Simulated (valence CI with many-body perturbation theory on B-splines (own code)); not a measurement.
## Sensitivity of CI+MBPT for I12+

Calculated by configuration interaction combined with many-body perturbation theory (CI+MBPT): five valence electrons over a frozen Dirac-Fock core [Kr], a basis of 6 s, 6 p, 5 d, 5 f, 1 g functions for each j, with the one-electron correlation potential Σ1 (screened to all orders), the two-electron term Σ2, the three-electron term Σ3, Breit, model QED; selected single and double excitations, second order for the rest, scaled by the run's own slope (own B-spline code, finite nucleus).

No measured spectrum was set against this ion. As an estimate, terms of the open shell hold to 2 to 4 % of their energy, and close levels can change places. Among the levels kept, up to 400 cm⁻¹ of a level comes from second order outside the variational space, and about a tenth of that is noise between levels of different J, which matters for small intervals. Only levels of the ground parity were solved; by the run's estimate the other parity begins above the list, which can be wrong where configurations are misplaced.

The reference run has the lowest level 4d5 6S_5/2 and an ionisation energy of 279.470 eV. Its largest variational space holds 10051 state functions.

Names give the largest LS component (configuration and term), which can be under half, so a name can repeat, a term be missing and a line seem to break the LS rules; names also repeat where a configuration has a term twice. Letters in brackets count levels of one name in rising energy.

Changed runs:
A. cutoff of virtual states (hartree) 5618 → 16000
B. scale of Σ1 1 → 0; scale of Σ2 1 → 0; three-electron term on → off
C. three-electron term on → off; shift of the energy in Σ1 (hartree) 0 → 3.211
D. start configuration 4d5 → 4s5 (bad on purpose)

Excitation energies of the reference run in cm⁻¹, and shifts in cm⁻¹:

```
                 Level  Reference         A       B       C
        4d5 4G_5/2 [a]      35278      -0.1   +4910   +2038
            4d5 4G_7/2      41714         0   +5168   +1865
           4d5 4G_11/2      43145         0   +5295   +1784
        4d5 4G_5/2 [b]      44138         0   +4137   +2073
            4d5 4D_3/2      44276         0   +3685   +2362
            4d5 4G_9/2      44443         0   +5077   +1792
            4d5 4P_1/2      48994         0   +3167   +2637
            4d5 4D_7/2      53033         0   +4937   +2374
            4d5 4D_5/2      57987         0   +4025   +2641
            4d5 4D_1/2      59767      +0.1   +3839   +2830
           4d5 2I_11/2      61752         0   +7697   +2394
            4d5 4P_3/2      62449      +0.1   +2944   +2633
Ionisation energy (eV)    279.470  +4.9e-05  -3.970  +0.535
```

Run D: It gave no result: a shell was given more electrons than it holds. The program said: "a valence shell holds more than 4l+2 electrons".
